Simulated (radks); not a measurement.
All-electron atom: the fluorine ion F2+ in [He] 2s2 2p1 3d2 (not the ground configuration).

All-electron calculation, non-relativistic Kohn-Sham, TPSS, spin-unpolarised, spherical densities, point nucleus; meta-GGA in the generalised Kohn-Sham scheme. Program: a radial shooting solver on a logarithmic mesh with Libxc functionals.

Energy parts (hartree):
| part | energy |
|---|---|
| total | -93.78802 |
| kinetic | 93.63012 |
| electron-nucleus | -209.26831 |
| Hartree | 29.94301 |
| exchange-correlation | -8.09284 |

Orbitals (lengths in bohr, moments of r in powers of bohr; <r^-3> diverges for s and p1/2; r(max) is where P^2 peaks):
| orbital | occ. | eigenvalue (hartree) | <r^4> | <r^-3> | r(max) | <r> |
|---|---|---|---|---|---|---|
| 1s | 2 | -27.83243 | 0.004470 | - | 0.1146 | 0.1755 |
| 2s | 2 | -3.46284 | 1.245 | - | 0.6996 | 0.8456 |
| 2p | 1 | -2.79417 | 1.174 | 13.28 | 0.5996 | 0.7855 |
| 3d | 2 | -0.49060 | 131.8 | 0.1879 | 2.325 | 2.725 |

The highest occupied level is 3d at -13.350 eV. The electron density at the nucleus is 460.2 e/bohr^3. Virial ratio -V/T = 2.00169.
